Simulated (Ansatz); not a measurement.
Saddle point of SiNH6ClO, closed shell (SiNH₄Cl ([NH2][SiH2][Cl]) + H₂O → SiNH₅O ([NH2][SiH2][OH]) + HCl; bonds formed: Si1–O7, Cl2–H6; bonds broken: Si1–Cl2, H6–O7), PBE0-D4/def2-TZVP structure:

```
10
angstrom
Si 0.1282 -0.1048 0.5006
Cl 0.3973 2.0344 -0.1788
H 0.0816 -1.6068 0.3396
H 1.0246 0.0859 1.6601
N -1.5593 0.0940 0.5488
H 1.4626 0.5507 -1.4542
O 1.4313 -0.3132 -1.0048
H -2.1716 -0.6989 0.6338
H -2.0209 0.9866 0.5727
H 1.2263 -1.0280 -1.6178
```

Energies are electronic, without zero-point energy. Barriers and step energies count from the start structure reached by relaxing down the imaginary mode; all methods use the PBE0-D4 structures, on which another method's saddle can fall below an end. Ansatz 0.2.0; basis: def2-TZVPP, with def2-QZVPP for the basis limit; cores frozen in the correlated methods. B3LYP uses VWN-RPA correlation. Extrapolation: Hartree–Fock as exp(−7.88 √X), correlation as X^−2.97.

| method | barrier (kJ/mol) | step energy (kJ/mol) |
| --- | --- | --- |
| SPW92 | 34.4 | -15.5 |
| PBE-D4 | 61.7 | -3.5 |
| BLYP-D4 | 71.6 | -9.8 |
| r2SCAN-D4 | 63.8 | -6.7 |
| B97M-V | 65.3 | -6.1 |
| PBE0-D4 | 65.6 | -2.7 |
| B3LYP-D4 | 73.5 | -9.2 |
| r2SCAN0-D4 | 66.2 | -5.3 |
| BHLYP-D4 | 77.1 | -8.7 |
| CAM-B3LYP-D4 | ? | -13.6 |
| wB97X-V | 70.4 | -5.5 |
| wB97M-V | 65.5 | -4.1 |
| B2PLYP | ? | -9.3 |
| PBE-QIDH | 68.0 | -4.4 |
| RPA on PBE | 77.0 | -8.7 |
| HF | ? | -5.2 |
| MP2 | 70.4 | -7.2 |
| CCSD | 78.5 | -8.1 |
| CCSD(T) | 73.9 | -8.2 |

(1) Fill in the withheld barriers. (To be estimated.)

T1 diagnostic: at most 0.011.

Answers

(1) By the calculation: CAM-B3LYP-D4 70.7; B2PLYP 74.9; HF 102.6 kJ/mol. Each is the energy of the saddle less that of the start structure, by the same method.

For comparison, the barrier by CCSD(T) at an estimated basis limit (MP2 extrapolated from triple and quadruple zeta, plus CCSD(T) − MP2 in triple zeta) is 71.6 kJ/mol.

The step is the kind of ligand exchange by which a precursor binds to a hydroxyl group, or is hydrolysed, in atomic layer deposition of oxides.

Labels in which every atom is bracketed show which atoms are joined, not bond orders.

For scale, one of the runs: CCSD(T)/def2-TZVPP, 230 basis functions, launched by `ansatz run in.yaml --threads 4 --pin off --events-out ev --progress --plain --max-ram 9574MiB`. Hardware: 4 CPU threads of an Intel Xeon, shared host. Wall time 110 s; peak host memory 3.8 GiB.
